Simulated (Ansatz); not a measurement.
Two members of one family (Series WF5X), computed with Ansatz in the gas phase; def2 core potentials for W, no spin–orbit coupling. The two geometries come from different levels. Names give formal oxidation states. A dash marks a value that wasn't run or was left out as unsound. The structures are stationary points that may keep the symmetry of their start. Remarks come from the PBE and PBE0 runs and from stability tests at other levels; not every state was tested. HOMO above LUMO (over both spins in singlets and doublets, within one spin in higher multiplets; at PBE or PBE0), or a gap under 0.15 eV within one spin, warns that the state may not be the lowest or that an electron is smeared out.

First: W(SH)F5 (singlet, charge 0, PBE-D4/def2-SVP geometry).

| atom | x (Å) | y (Å) | z (Å) |
| --- | --- | --- | --- |
| W1 | -0.071 | -0.088 | 0.421 |
| S2 | -0.150 | 1.239 | -1.559 |
| H3 | 0.465 | 0.372 | -2.410 |
| F4 | 0.136 | -1.352 | 1.807 |
| F5 | -0.931 | 1.377 | 1.175 |
| F6 | 0.779 | -1.312 | -0.707 |
| F7 | 1.533 | 0.626 | 1.069 |
| F8 | -1.761 | -0.862 | 0.204 |

```
              level  HOMO (eV)  LUMO (eV)  gap (eV)  vertical triplet (eV)
    PBE-D4/def2-SVP      -7.61      -5.31      2.31                      –
  PBE-D4/def2-TZVPD      -7.66      -5.32      2.34                      –
r2SCAN-D4/def2-TZVP      -8.00      -5.38      2.62                   2.64
   PBE0-D4/def2-SVP      -9.01      -4.88      4.13                      –
  PBE0-D4/def2-TZVP      -8.96      -4.75      4.21                   2.35
```

Metal–donor distances: 1 × S 2.39 Å, 5 × F 1.86 to 1.89 Å. Remarks: gap within one spin near zero at PBE or PBE0 (triplet).

Second: W(OH)F5 (singlet, charge 0, B3LYP-D4/def2-SVP geometry).

Cartesian coordinates in Å:
```
W 0.2781 0.1309 -0.0509
O -1.3585 -0.6419 0.2513
H -2.2183 -1.0468 0.4068
F 1.9350 0.9134 -0.3578
F 0.2987 0.9166 1.6365
F 0.3835 -0.5944 -1.7618
F -0.4993 1.6693 -0.7534
F 1.1807 -1.3471 0.6293
```

Problem. What does the change do? Estimate second minus first.

Solution. 
```json
{"level": "PBE-D4/def2-SVP", "Δ HOMO (eV)": "-1.76", "Δ LUMO (eV)": "0.74", "Δ gap (eV)": "2.50", "Δ vertical triplet (eV)": "–"}
{"level": "PBE-D4/def2-TZVPD", "Δ HOMO (eV)": "-1.89", "Δ LUMO (eV)": "0.65", "Δ gap (eV)": "2.54", "Δ vertical triplet (eV)": "–"}
{"level": "r2SCAN-D4/def2-TZVP", "Δ HOMO (eV)": "-2.02", "Δ LUMO (eV)": "0.66", "Δ gap (eV)": "2.69", "Δ vertical triplet (eV)": "2.48"}
{"level": "PBE0-D4/def2-SVP", "Δ HOMO (eV)": "-2.44", "Δ LUMO (eV)": "0.71", "Δ gap (eV)": "3.14", "Δ vertical triplet (eV)": "–"}
{"level": "PBE0-D4/def2-TZVP", "Δ HOMO (eV)": "-2.51", "Δ LUMO (eV)": "0.66", "Δ gap (eV)": "3.18", "Δ vertical triplet (eV)": "2.81"}
```

Metal–donor distances: 1 × O 1.83 Å, 5 × F 1.86 Å. Remarks: gap within one spin near zero at PBE or PBE0 (triplet).
